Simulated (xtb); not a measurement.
CHO₂, doublet, at a GFN2-xTB geometry. Base run: GFN2-xTB in xtb 6.7.1.

Geometry (Å):
```xyz
4

O      0.9652    -0.6827    -0.0730
C      0.2722     0.2590     0.1681
O     -0.9793     0.5132    -0.0009
H     -1.5205    -0.1982    -0.4174
```
Charge 0, spin multiplicity 2.
All else is at xtb's defaults.
Base energy -10.69464 Eh.

Variants of this job, named by their change:

```
change          ΔE vs base (kcal/mol)  dipole (D)  G_solv (kcal/mol)  SCF cycles
--------------  ---------------------  ----------  -----------------  ----------
base                            0.000        2.56                  -          11
alpb = chcl3                    -3.25        2.83              -3.64          10
alpb = benzene                  -2.96        2.71              -3.08          11
etemp = 5000                    -1.10        2.54                  -          11
etemp = 3000                   -0.085        2.55                  -          11
file = coord                    0.000        2.56                  -          11
acc = 1000                      0.000        2.55                  -           6
alpb = ch2cl2                   -3.35        2.77              -3.58          10
```

ALPB and GBSA are two models with their own fitted parameters for each solvent, which aren't always the measured dielectric constant.
